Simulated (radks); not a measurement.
The numbers below are computed, except where a source is named.
All-electron atom: Te25+ in [Ar] 3d9. Code: a radial shooting solver on a logarithmic mesh with Libxc functionals. Model: scalar-relativistic Kohn-Sham, LB94 model potential, spin-polarised, spherical densities, finite nucleus; open shells are filled with parallel spins first (spin-orbit coupling, left out, can overturn this in heavy ions); Fermi nuclear charge, rms radius 4.7423 fm.

Normalised radial functions P(r) = r R(r), r in bohr:

r         2p down    3s up
0.001227   0.0082   0.1633
0.001572   0.0126   0.2015
0.001999   0.0192   0.2456
0.002541   0.0293   0.2974
0.003256   0.0454   0.3591
0.00414    0.0691   0.4259
0.005263   0.1050   0.4975
0.006744   0.1609   0.5720
0.008573   0.2414   0.6365
0.0109     0.3586   0.6817
0.01385    0.5254   0.6905
0.01775    0.7649   0.6384
0.02257    1.0736   0.5043
0.02869    1.4610   0.2686
0.03677    1.9269  -0.0838
0.04674    2.3936  -0.4962
0.05942    2.7918  -0.8934
0.07614    3.0123  -1.1398
0.0968     2.9312  -1.0529
0.1231     2.5182  -0.5406
0.1577     1.8262   0.3681
0.2005     1.0977   1.3214
0.2548     0.5185   1.9417
0.3266     0.1745   1.9518
0.4151     0.0416   1.4323
0.5278     0.0062   0.7594
0.6763     0.0005   0.2643
0.8597     0.0000   0.0592
1.093      0.0000   0.0074
1.401      0.0000   0.0004
1.78       0.0000   0.0000

2p down: eigenvalue -5253.8 eV, 0 radial nodes, <r> = 0.104 bohr, 90 % of the charge inside 0.169 bohr. 3s up: eigenvalue -1774.4 eV, 2 radial nodes at r = 0.0349, 0.144 bohr, <r> = 0.315 bohr, 90 % of the charge inside 0.462 bohr.
